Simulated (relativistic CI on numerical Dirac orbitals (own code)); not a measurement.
Rh⁺: resonant inelastic scattering at the M2,3 edge

Computed with this model: Dirac-Coulomb-Breit CI, separate exchange-only KLI orbitals for each configuration, QED by a radiative potential, valence Slater integrals scaled by 0.8, Kramers-Heisenberg scattering through one core-hole configuration in a parametric crystal field; configurations [Kr] 4d8 → [Ne] 3s2 3p5 3d10 4s2 4p6 4d9; 80 K; core-hole width 1.2 eV; summed over polarisations. Incident energies are the highest absorption maxima for each field (at most a few, so the weaker spin-orbit partner edge can be absent), on the computed scale of the free ion. Intensities are in per cent of the strongest line above 0.02 eV; levels within 1 cm⁻¹ are merged; final levels count from the ground level, the first row holds all elastic scattering, lines under 0.4 are left out and each table stops after 24 rows. The scale of the Slater integrals is a model choice and moves the terms in proportion.

Field parameters in Wybourne normalisation: Oh B⁴₀ = 21Dq, B⁴₄ = √(5/14) B⁴₀. The field is a parameter set, without covalency.

S is read from ⟨S²⟩ = S(S + 1).

Oh, 10Dq = 3450 cm⁻¹:

```tsv
Final level (eV)	Degeneracy	Irrep	S	498.1 eV
0.000	3	T2	1.00	381.3
0.365	2	E	0.99	100.0
0.410	3	T1	1.00	99.7
0.549	3	T2	0.99	81.3
0.573	1	A2	1.00	18.5
0.611	1	A1	0.99	2.6
0.774	3	T1	1.00	9.6
0.893	2	E	0.86	10.3
0.939	3	T2	0.98	13.3
1.383	2	E	0.41	6.3
1.555	3	T2	0.56	36.5
1.845	2	E	0.94	39.1
1.933	3	T1	1.00	0.9
1.943	1	A1	0.87	1.1
1.975	3	T2	0.69	29.3
2.036	1	A1	0.28	5.4
2.168	3	T1	0.02	15.6
2.438	2	E	0.04	2.2
2.479	3	T2	0.03	10.0
4.818	1	A1	0.03	0.9
```

Oh, 10Dq = 7750 cm⁻¹:

```
Final level (eV)  Degeneracy  Irrep     S  498.4 eV  523.9 eV
           0.000           3     T2  1.00     296.6      19.1
           0.871           2      E  0.94      93.7       0.4
           0.937           3     T1  1.00      96.5      10.7
           1.033           3     T2  0.99     100.0      20.5
           1.070           1     A2  1.00      22.5       3.7
           1.262           2      E  0.37       5.8       8.5
           1.409           1     A1  0.97       1.9       1.5
           1.542           3     T1  1.00      14.4      12.0
           1.683           3     T2  1.00      43.7       8.0
           1.788           2      E  0.88      32.9      10.7
           2.156           3     T2  0.33      20.4       6.6
           2.204           1     A1  0.09       9.1      12.2
           2.595           2      E  1.00      18.4       3.6
           2.628           3     T1  0.63       4.0      16.3
           2.681           1     A1  0.98       0.5       2.6
           2.684           3     T2  0.85      23.7       5.4
           2.701           3     T1  0.61      13.6      11.4
           3.427           2      E  0.02       0.5       0.7
           3.458           3     T2  0.03       3.3       1.1
           5.635           1     A1  0.02       1.1       0.7
```

Oh, 10Dq = 12100 cm⁻¹:

```tsv
Final level (eV)	Degeneracy	Irrep	S	498.7 eV	524.2 eV
0.000	3	T2	1.00	259.0	24.1
1.211	2	E	0.37	57.6	5.2
1.472	3	T1	1.00	89.3	11.8
1.520	2	E	0.85	31.8	10.0
1.556	3	T2	0.99	100.0	21.9
1.596	1	A2	1.00	23.5	3.6
2.051	1	A1	0.75	5.5	0.0
2.244	3	T1	1.00	15.2	15.7
2.325	3	T2	1.00	58.2	9.5
2.369	2	E	0.97	41.1	9.6
2.414	1	A1	0.47	6.2	17.3
2.754	3	T2	0.13	16.0	9.4
3.183	3	T1	0.06	14.1	20.9
3.536	1	A1	0.99	0.3	1.5
3.537	2	E	1.00	7.2	1.6
3.553	3	T1	0.98	2.0	4.3
3.575	3	T2	0.95	12.0	2.5
4.501	3	T2	0.03	1.4	0.5
6.573	1	A1	0.02	0.8	0.6
```

For the first field the strongest loss at the lowest incident energy is the level at 0.37 eV (S = 0.99, against 1.00 in the thermal ground state). Levels of other spin, the first over 8 % at 2.17 eV, appear because spin-orbit coupling of the core hole, and in heavier ions of the valence shell too, mixes spins.
